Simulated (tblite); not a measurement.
Species: C2HCl4F3Ge.
Numbering: `[F:1][Ge:2]([F:3])([F:4])[C@H:5]([Cl:6])[C:7]([Cl:8])([Cl:9])[Cl:10]` (hydrogens: H11 on C5)

Computed with GFN2-xTB (tblite), gas phase: L-BFGS steps from a force-field or distance-geometry start until the largest atomic force falls under 0.01 eV/Å.

The end geometry, which sets the zero of energy:
```
atom  x, y, z in Å
F1     -2.2012    1.0731   -1.2690
Ge2    -1.4840    0.1580    0.0066
F3     -2.5744   -1.1403    0.2695
F4     -1.7782    1.1386    1.3918
C5      0.3680   -0.5225   -0.5370
Cl6     0.4829   -2.2540   -0.2869
C7      1.3948    0.2271    0.2694
Cl8     1.1702   -0.1128    1.9864
Cl9     3.0300   -0.2064   -0.2363
Cl10    1.1038    1.9568   -0.0185
H11     0.4936   -0.3148   -1.6020
```

Task: These geometries come from the run, each turned onto the end geometry. Order them by energy, lowest first.
A.
```
atom  x, y, z in Å
F1     -2.1448    1.0962   -1.3664
Ge2    -1.5264    0.1096   -0.0808
F3     -2.5281   -1.2699    0.2844
F4     -1.3522    1.0750    1.3961
C5      0.2942   -0.5016   -0.5022
Cl6     0.3782   -2.2554   -0.3299
C7      1.3121    0.2338    0.3337
Cl8     1.1067   -0.0062    2.0785
Cl9     2.9216   -0.2102   -0.2450
Cl10    1.0424    1.9686   -0.0274
H11     0.5018   -0.2371   -1.5673
```
B.
```
atom  x, y, z in Å
F1     -2.1899    1.0806   -1.3154
Ge2    -1.4996    0.1287   -0.0142
F3     -2.5544   -1.1847    0.2793
F4     -1.5355    1.0819    1.3657
C5      0.3411   -0.5141   -0.5282
Cl6     0.4196   -2.2471   -0.3204
C7      1.3328    0.2544    0.2972
Cl8     1.1653   -0.0637    2.0070
Cl9     2.9561   -0.2190   -0.1966
Cl10    1.0603    1.9637   -0.0294
H11     0.5097   -0.2780   -1.5710
```
C.
```
atom  x, y, z in Å
F1     -2.2209    1.0598   -1.2605
Ge2    -1.4785    0.1396   -0.0197
F3     -2.5845   -1.1254    0.2789
F4     -1.6910    1.1134    1.3816
C5      0.3544   -0.5127   -0.5396
Cl6     0.4630   -2.2533   -0.3056
C7      1.3744    0.2428    0.2711
Cl8     1.1865   -0.1073    1.9850
Cl9     3.0120   -0.2208   -0.1823
Cl10    1.0737    1.9729   -0.0341
H11     0.5164   -0.3062   -1.6008
```
D.
```
atom  x, y, z in Å
F1     -2.2351    1.0656   -1.2618
Ge2    -1.4837    0.1530   -0.0023
F3     -2.5957   -1.1220    0.2775
F4     -1.7391    1.1272    1.3908
C5      0.3768   -0.5221   -0.5463
Cl6     0.4830   -2.2524   -0.2964
C7      1.3950    0.2272    0.2732
Cl8     1.1606   -0.1080    1.9905
Cl9     3.0378   -0.2055   -0.2128
Cl10    1.0944    1.9525   -0.0272
H11     0.5115   -0.3127   -1.6112
```
E.
```
atom  x, y, z in Å
F1     -2.2088    1.0696   -1.2852
Ge2    -1.4841    0.1321   -0.0111
F3     -2.5697   -1.1475    0.2785
F4     -1.6233    1.0965    1.3694
C5      0.3489   -0.5146   -0.5299
Cl6     0.4424   -2.2487   -0.3139
C7      1.3513    0.2542    0.2796
Cl8     1.1850   -0.0902    1.9849
Cl9     2.9813   -0.2219   -0.1801
Cl10    1.0674    1.9678   -0.0318
H11     0.5151   -0.2945   -1.5863
```

Result: D (0.003 eV), C (0.023 eV), E (0.057 eV), B (0.107 eV), A (0.326 eV).

In the order of the answer:

| step | E above end (eV) | largest force (eV/Å) | rms force component (eV/Å) | rms distance from end (Å) | rms bond change (Å) | bond most changed (Å) |
| --- | --- | --- | --- | --- | --- | --- |
| 12 | 0.003 | 0.06 | 0.026 | 0.022 | 0.002 | Ge2–C5 +0.006 |
| 7 | 0.023 | 0.28 | 0.103 | 0.040 | 0.012 | Ge2–C5 -0.033 |
| 5 | 0.057 | 0.48 | 0.195 | 0.062 | 0.018 | Ge2–C5 -0.035 |
| 4 | 0.107 | 0.81 | 0.264 | 0.093 | 0.021 | Ge2–F4 -0.045 |
| 0 | 0.326 | 1.00 | 0.336 | 0.167 | 0.033 | Ge2–C5 -0.080 |

What follows is the cost of the whole relaxation. Hardware: one thread, Arm Neoverse N1 (aarch64), no GPU, shared host with 64 logical CPUs at a one-minute load of 59. Cost: 0.71 s wall.
